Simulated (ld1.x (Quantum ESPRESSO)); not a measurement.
u(r) = r·R(r): atom against pseudo-atom (tantalum (Ta))

Columns: radius, all-electron u(r) and pseudo u(r) of the 6p shell (level -1.69 eV) of tantalum in the configuration [Xe] 4f14 5d3 6s1.75 6p0.25; BP86, scalar-relativistic, TM scheme, ld1.x (Quantum ESPRESSO) 7.5.

```json
{"r (bohr)": "0.155", "all-electron": "-0.0798", "pseudo": "0.0014"}
{"r (bohr)": "0.310", "all-electron": "0.0910", "pseudo": "0.0057"}
{"r (bohr)": "0.465", "all-electron": "0.0881", "pseudo": "0.0129"}
{"r (bohr)": "0.620", "all-electron": "-0.0420", "pseudo": "0.0229"}
{"r (bohr)": "0.775", "all-electron": "-0.1519", "pseudo": "0.0358"}
{"r (bohr)": "0.930", "all-electron": "-0.2011", "pseudo": "0.0515"}
{"r (bohr)": "1.085", "all-electron": "-0.1962", "pseudo": "0.0700"}
{"r (bohr)": "1.240", "all-electron": "-0.1547", "pseudo": "0.0914"}
{"r (bohr)": "1.395", "all-electron": "-0.0923", "pseudo": "0.1157"}
{"r (bohr)": "1.550", "all-electron": "-0.0206", "pseudo": "0.1428"}
{"r (bohr)": "1.705", "all-electron": "0.0529", "pseudo": "0.1727"}
{"r (bohr)": "1.860", "all-electron": "0.1235", "pseudo": "0.2052"}
{"r (bohr)": "2.015", "all-electron": "0.1889", "pseudo": "0.2400"}
{"r (bohr)": "2.170", "all-electron": "0.2476", "pseudo": "0.2764"}
{"r (bohr)": "2.325", "all-electron": "0.2994", "pseudo": "0.3134"}
{"r (bohr)": "2.480", "all-electron": "0.3442", "pseudo": "0.3498"}
{"r (bohr)": "2.635", "all-electron": "0.3822", "pseudo": "0.3838"}
{"r (bohr)": "2.790", "all-electron": "0.4138", "pseudo": "0.4141"}
{"r (bohr)": "2.945", "all-electron": "0.4396", "pseudo": "0.4396"}
{"r (bohr)": "3.100", "all-electron": "0.4600", "pseudo": "0.4600"}
{"r (bohr)": "3.255", "all-electron": "0.4755", "pseudo": "0.4755"}
{"r (bohr)": "3.410", "all-electron": "0.4867", "pseudo": "0.4867"}
{"r (bohr)": "3.565", "all-electron": "0.4940", "pseudo": "0.4940"}
{"r (bohr)": "3.720", "all-electron": "0.4978", "pseudo": "0.4978"}
{"r (bohr)": "3.875", "all-electron": "0.4987", "pseudo": "0.4987"}
{"r (bohr)": "4.030", "all-electron": "0.4969", "pseudo": "0.4969"}
```

How many radial nodes do the two functions have?

The all-electron 6p function has n − l − 1 = 4 (the table is too coarse to show those close to the nucleus); the pseudo-wave has 0, since the states of the same l below it are removed with the core.

At about which radius was the pseudo-wave matched?

3.10 bohr. The columns agree to 0.0005 from 2.79 bohr on; several derivatives are matched, so the curves merge somewhat inside the radius.

Where does each function peak?

Outermost all-electron maximum near 3.88 bohr, pseudo maximum near 3.88 bohr (to the table’s step).

Is the pseudo-wave norm-conserving?

Yes: the TM scheme keeps the norm inside the radius equal to the all-electron one, which fixes the energy derivative of the logarithmic derivative at the level.
